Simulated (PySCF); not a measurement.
Two-component Hartree-Fock for Au (gold, neutral)

Start: [Xe] 4f14 5d9 6s1 6p1; 5d3/2 filled at m_j = -3/2, -1/2, +1/2, +3/2; 5d5/2 filled at m_j = -3/2, -1/2, +1/2, +3/2, +5/2; 6s1/2 filled at m_j = +1/2; 6p3/2 filled at m_j = +3/2. Calculated with PySCF 2.14 in x2c-SVPall-2c with one added diffuse shell each of s, d type (8s9p10d2f, 99 functions): generalised Hartree-Fock with the X2C-1e Hamiltonian and a Gaussian nucleus; one run each with spin-orbit coupling (SO) switched off, then screened by Boettger's factors. This is a chosen level, not necessarily the ground level.

| spinor shell | electrons | ε, spin-free (eV) | ε, screened SO (eV) | weight of nominal j (screened SO) | rms radius, screened SO (bohr) |
| --- | --- | --- | --- | --- | --- |
| 1s1/2 | 2 | -81176.8 | -81145.9 | 1.000 | 0.0191 |
| 2s1/2 | 2 | -14479.4 | -14469.6 | 1.000 | 0.0769 |
| 2p1/2 | 2 | -12531.2 | -13853.1 | 1.000 | 0.0651 |
| 2p3/2 | 4 | -12531.2 | -12011.6 | 1.000 | 0.0731 |
| 3s1/2 | 2 | -3490.3 | -3487.1 | 1.000 | 0.196 |
| 3p1/2 | 2 | -2916.2 | -3210.7 | 1.000 | 0.188 |
| 3p3/2 | 4 | -2916.2 | -2798.0 | 1.000 | 0.204 |
| 3d3/2 | 4 | -2292.6 | -2343.0 | 1.000 | 0.180 |
| 3d5/2 | 6 | -2292.6 | -2255.8 | 1.000 | 0.183 |
| 4s1/2 | 2 | -798.58 | -797.56 | 1.000 | 0.432 |
| 4p1/2 | 2 | -607.05 | -678.35 | 1.000 | 0.438 |
| 4p3/2 | 4 | -607.05 | -578.18 | 1.000 | 0.471 |
| 4d3/2 | 4 | -371.90 | -382.59 | 1.000 | 0.487 |
| 4d5/2 | 6 | -371.90 | -363.71 | 1.000 | 0.496 |
| 5s1/2 | 2 | -132.82 | -132.66 | 1.000 | 0.997 |
| 4f5/2 | 6 | -108.89 | -110.61 | 0.999 | 0.544 |
| 4f7/2 | 8 | -108.89 | -106.76 | 0.999 | 0.546 |
| 5p1/2 | 2 | -79.342 | -91.439 | 0.998 | 1.13 |
| 5p3/2 | 4 | -79.342 | -74.248 | 0.999 | 1.17 |
| 5d3/2 | 4 | -17.076 | -18.345 | 0.956 | 1.61 |
| 5d5/2 | 5 | -17.076 | -16.131 | 0.964 | 1.69 |
| 6s1/2 | 1 | -11.494 | -11.502 | 0.990 | 3.02 |
| 6p3/2 | 1 | -4.733 | -4.587 | 1.000 | 4.01 |

```tsv
quantity	spin-free	screened SO
E (hartree)	-18996.28257	-19025.43284
M_J	9/2	9/2
⟨J²⟩	24.779	24.783
⟨L²⟩	12.025	12.164
⟨S²⟩	3.754	3.896
```

Each row is a mean over spinors that exchange with the open shell spreads, by up to 4.702 eV (5p3/2).

Breit and QED terms are absent; they matter most for the inner s and p1/2 levels.

Densities and radii are taken from the X2C orbitals without a picture-change correction, which distorts them close to the nucleus.

Without spin-orbit coupling the j labels of p, d and f shells carry no meaning; the spin-free column gives the mean over the occupied spinors of each nl shell.
